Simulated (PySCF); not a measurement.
C2H9NSi. Atoms are numbered in the order given.

```xyz
13

C     -1.1457    -0.0311    -1.2117
N     -0.3770     0.1592     0.0000
C     -1.1457    -0.0311     1.2117
Si     1.3524    -0.0119     0.0000
H     -2.0183     0.6499    -1.2290
H     -1.5359    -1.0657    -1.3224
H     -0.5334     0.1926    -2.0994
H     -2.0183     0.6499     1.2290
H     -0.5334     0.1926     2.0994
H     -1.5359    -1.0657     1.3224
H      1.8708    -1.4258     0.0000
H      1.8793     0.6492     1.2313
H      1.8793     0.6492    -1.2313
```

Geometry optimised at r2SCAN-D4/def2-SVP.

Method: B3LYP/def2-TZVP (PySCF).

ESP charges are fitted to the potential on shells at 1.4 to 2.0 van der Waals radii. Atomic charges (e):

| atom | Löwdin | ESP fit | meta-Löwdin |
|---|---|---|---|
| C1 | -0.33 | -0.47 | -0.22 |
| N2 | -0.05 | 0.04 | -0.42 |
| C3 | -0.33 | -0.47 | -0.22 |
| Si4 | 0.20 | 0.23 | 0.62 |
| H5 | 0.11 | 0.14 | 0.10 |
| H6 | 0.10 | 0.15 | 0.09 |
| H7 | 0.12 | 0.16 | 0.11 |
| H8 | 0.11 | 0.14 | 0.10 |
| H9 | 0.12 | 0.16 | 0.11 |
| H10 | 0.10 | 0.15 | 0.09 |
| H11 | -0.06 | -0.07 | -0.14 |
| H12 | -0.04 | -0.07 | -0.11 |
| H13 | -0.04 | -0.07 | -0.11 |

Computed Mayer and Wiberg (Löwdin basis) orders of the bonds:
```csv
bond,Mayer,Wiberg
C1–N2,0.97,1.35
N2–C3,0.97,1.35
N2–Si4,1.14,1.34
C1–H5,0.97,0.92
C1–H6,0.96,0.92
C1–H7,0.97,0.91
C3–H8,0.97,0.92
C3–H9,0.97,0.91
C3–H10,0.96,0.92
Si4–H11,0.92,0.96
Si4–H12,0.95,0.95
Si4–H13,0.95,0.95
```
